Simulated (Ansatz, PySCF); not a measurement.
Gas-phase reaction (SMILES): C[SiH](C)C -> [CH2-][SiH](C)C + H+; deprotonation at the site shown.

Geometries: B3LYP-D3(BJ)/def2-TZVP minima from Ansatz (a first-principles code), one conformer each, not searched for the lowest. Valence correlation only, unless marked. No spin-orbit coupling. Non-relativistic. Basis-set limits of correlation are two-point, X^-3; Hartree-Fock from the larger set. Anions need diffuse functions, of which def2-TZVPD holds fewer than the aug- sets. Thermal terms are rigid-rotor harmonic-oscillator values from B3LYP-D3(BJ) frequencies (Ansatz or PySCF) at 298.15 K and 1 atm. 1 Eh = 627.5095 kcal/mol. The proton has no electrons: its energy is zero and its thermal terms are those of translation.

| species | E, CCSD(T)/CBS(aug-cc-pV(T+d)Z,aug-cc-pV(Q+d)Z) (Ansatz) (Eh) | E, wB97X-V/def2-TZVPD (Ansatz) (Eh) | H - E (Eh) |
|---|---|---|---|
| C[SiH](C)C | -409.27871 | -409.83649 | 0.12691 |
| [CH2-][SiH](C)C | -408.63990 | -409.19180 | 0.11127 |
| H+ | 0.00000 | 0.00000 | 0.00236 |

Problem. Work out ΔE and ΔH at 298.15 K at the first level, then ΔH at the second.

Solution. 
1. ΔE = [(-408.63990) + (0.00000)] - [(-409.27871)] = 0.63881 Eh = 400.9 kcal/mol at CCSD(T)/CBS(aug-cc-pV(T+d)Z,aug-cc-pV(Q+d)Z).
2. The terms H - E add up to -0.01328 Eh, so ΔH = (0.63881 + (-0.01328))×627.5095 = 392.5 kcal/mol.
3. At wB97X-V/def2-TZVPD the same steps give ΔE = 404.5 and ΔH = 396.2 kcal/mol, a shift of +3.7 from the first level.
4. These values are not checked against measurement here, since the tables used lack a sound gas-phase enthalpy of formation for at least one species, or one in the same ion convention.
